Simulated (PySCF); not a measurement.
**Deuteron quadrupole couplings in `C=C[C@H](C)[SiH2]NCC`**

C6H15NSi.
Cartesian coordinates in Å at the GFN2-xTB level; atoms count from 1:
```
atom  x, y, z in Å
C1    -2.5252   -1.4250   -1.6319
C2    -1.7455   -0.3895   -1.3720
C3    -1.7872    0.4332   -0.1335
C4    -1.5619    1.9085   -0.4507
Si5   -0.5012   -0.2293    1.1206
N6     1.0066   -0.2689    0.3095
C7     2.2457   -0.6508    0.9453
C8     3.4334    0.0534    0.2992
H9    -3.2906   -1.7421   -0.9425
H10   -2.4354   -1.9974   -2.5401
H11   -0.9904   -0.0949   -2.0917
H12   -2.7694    0.3197    0.3320
H13   -1.6313    2.5089    0.4531
H14   -0.5770    2.0616   -0.8866
H15   -2.3091    2.2678   -1.1583
H16   -0.3479    0.6994    2.2460
H17   -0.9845   -1.5254    1.6291
H18    1.0208   -0.4735   -0.6790
H19    2.1722   -0.3725    1.9978
H20    2.3969   -1.7389    0.9001
H21    4.3542   -0.2101    0.8130
H22    3.2984    1.1306    0.3481
H23    3.5235   -0.2377   -0.7455
```

Level: PBE0/pcSseg-1 (PySCF, non-relativistic); Q(2H) = 0.00286 b; rigid geometry, the same for H and D, with no vibrational averaging.

**Question.** Rank these positions by the coupling χzz of a deuteron there, largest first.
A. H19 (methylene hydrogen)
B. H20 (methylene hydrogen)
C. H9 (vinylic hydrogen)
D. H17 (Si–H hydrogen)
E. H22 (methyl hydrogen)
F. H18 (N–H hydrogen)

**Answer.** F (281 kHz), C (226 kHz), E (212 kHz), A (202 kHz), B (193 kHz), D (103 kHz).

**Question.** Tabulate Vzz, the asymmetry η and χzz = 234.96 MHz × Q × Vzz for every hydrogen position.

**Answer.** 
| atom | bonded to | bond length (Å) | Vzz (au) | η | χzz (kHz) |
| --- | --- | --- | --- | --- | --- |
| H9 | C1 | 1.078 | 0.3365 | 0.06 | 226 |
| H10 | C1 | 1.077 | 0.3383 | 0.06 | 227 |
| H11 | C2 | 1.084 | 0.3220 | 0.05 | 216 |
| H12 | C3 | 1.093 | 0.3057 | 0.04 | 205 |
| H13 | C4 | 1.087 | 0.3155 | 0.02 | 212 |
| H14 | C4 | 1.088 | 0.3129 | 0.03 | 210 |
| H15 | C4 | 1.090 | 0.3104 | 0.02 | 209 |
| H16 | Si5 | 1.467 | 0.1592 | 0.03 | 107 |
| H17 | Si5 | 1.474 | 0.1538 | 0.02 | 103 |
| H18 | N6 | 1.010 | 0.4189 | 0.19 | 281 |
| H19 | C7 | 1.091 | 0.2999 | 0.07 | 202 |
| H20 | C7 | 1.099 | 0.2869 | 0.03 | 193 |
| H21 | C8 | 1.087 | 0.3174 | 0.02 | 213 |
| H22 | C8 | 1.087 | 0.3159 | 0.02 | 212 |
| H23 | C8 | 1.088 | 0.3146 | 0.03 | 211 |

**Question.** Average by the element that carries the hydrogen.

**Answer.** on C: 211 kHz over 12 positions, mean bond length 1.087 Å; on Si: 105 kHz over 2 positions, mean bond length 1.470 Å; on N: 281 kHz over 1 position, mean bond length 1.010 Å.

**Question.** How does χzz go with the bond length over the 12 C–H bonds?

**Answer.** A straight-line fit has a slope of -15.4 kHz for each 0.01 Å, with a correlation coefficient of -0.99, over lengths from 1.077 to 1.099 Å. The longer bonds have the smaller couplings here.

**Question.** Give the 2H NMR doublet splittings at H13 for a magnetic field along the z, y and x axes of the gradient: 3χ/2, 3χ(1 + η)/4, 3χ(1 − η)/4.

**Answer.** With |χ| = 212.0 kHz and η = 0.025: 318, 163 and 155 kHz, to first order and without motion.

Isolated species at its GFN2-xTB geometry (one conformer only). GFN2-xTB bond lengths can be off by several hundredths of an ångström, more for odd bonds, and the gradients follow them. With so small a basis the couplings can be 20 % off.
